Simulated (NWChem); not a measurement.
Species: C2H4N2OSi; SMILES N#C/N=C/O[SiH3]

```xyz
10

N      0.3012     3.3234     0.0000
C      0.1880     2.1656     0.0000
N      0.1585     0.8374     0.0000
C     -0.9452     0.1890     0.0000
O     -0.9567    -1.1173     0.0000
Si     0.5276    -2.0123     0.0000
H     -1.9462     0.6497     0.0000
H      1.2880    -1.6984    -1.2363
H      1.2880    -1.6984     1.2363
H      0.0430    -3.4152     0.0000
```
Atoms are numbered in this order, from 1.

Results from NWChem. Pople sets run with spherical d functions. STO-3G and 3-21G are far too small for this property and stand as cheap habits. Geometry: optimised at PBE0/def2-SVP. Field at 589 nm.

Task: Among these, which level gives the highest value of “isotropic polarisability (bohr³)”?
A. B3LYP/STO-3G
B. B3LYP/def2-SVPD
C. B3LYP/def2-SVP
D. B3LYP/6-31G*

Result: B, B3LYP/def2-SVPD. Values: B3LYP/STO-3G 35.4; B3LYP/6-31G* 58.2; B3LYP/def2-SVP 60.9; B3LYP/def2-SVPD 72.3
